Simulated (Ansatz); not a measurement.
Ba2O⁺. Charge 1, multiplicity 4. Geometry PBE0-D4/def2-TZVP; atoms count from 1.

```xyz
3

Ba    0.880   -1.034    2.103
Ba   -0.884    1.033   -2.102
O     0.004    0.002   -0.001
```

In the def2 sets Ba takes a core potential; there is no spin–orbit coupling. At PBE0-D4/def2-TZVP a doublet of charge 1 lies 3.76 eV below the quartet, each at its own geometry. The structure comes from a short search, and lower isomers may exist.

Question: Estimate the Mulliken populations from the PBE0/def2-TZVP orbitals of Ansatz.

Answer: 
```csv
atom,charge (e),spin (α − β)
Ba1,0.84,1.00
Ba2,0.84,1.00
O3,-0.69,0.99
```
Mulliken values and Mayer orders depend strongly on the basis.

Question: Where does the spin sit?

Answer: Summed by element: Ba 2.01, O 0.99, of 3 unpaired in all. Largest on single atoms: Ba1 1.00, Ba2 1.00, O3 0.99.
